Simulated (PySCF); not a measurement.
**Ionisation energy of Au⁴¹⁺ by level of theory**

Au⁴¹⁺ [Kr] 4d2 [4d3/2^2, M_J = 2] → Au⁴²⁺ [Kr] 4d1 [4d3/2^1, M_J = 3/2], as a difference of total energies. Calculation: PySCF 2.14, in an even-tempered Gaussian basis (16 s from 5 bohr⁻², ratio 2.8; 14 p from 6.5 bohr⁻², ratio 2.8; 9 d from 6.5 bohr⁻², ratio 2.8; 3 f from 24 bohr⁻², ratio 3); the two-component X2C-1e Hamiltonian. Correlated levels: [Ar] 3d10 frozen; the 96 highest virtual spinors dropped. "Screened" scales the spin-orbit matrix elements by Boettger's factors to mimic the two-electron term; Breit and QED terms are absent.

| method | ionisation energy (eV) |
| --- | --- |
| GHF (spin-free) | 1954.1 |
| GMP2 (spin-free) | 1954.0 |
| GHF (screened spin-orbit) | 1968.5 |
| GMP2 (screened spin-orbit) | 1968.5 |

Breit and QED terms and the two-electron picture change are absent.

The spin-free rows relax to the high-spin LS determinant and lack the spin-orbit shift.

The labels give the starting determinants; with spin-orbit coupling the two ends relaxed to ⟨J²⟩ = 6.01, ⟨L²⟩ = 10.21, ⟨S²⟩ = 1.60 and ⟨J²⟩ = 3.75, ⟨L²⟩ = 6.11, ⟨S²⟩ = 0.86.

For comparison: 1967 ± 4 eV (theoretical estimate listed by NIST; NIST Atomic Spectra Database, ionization energies).
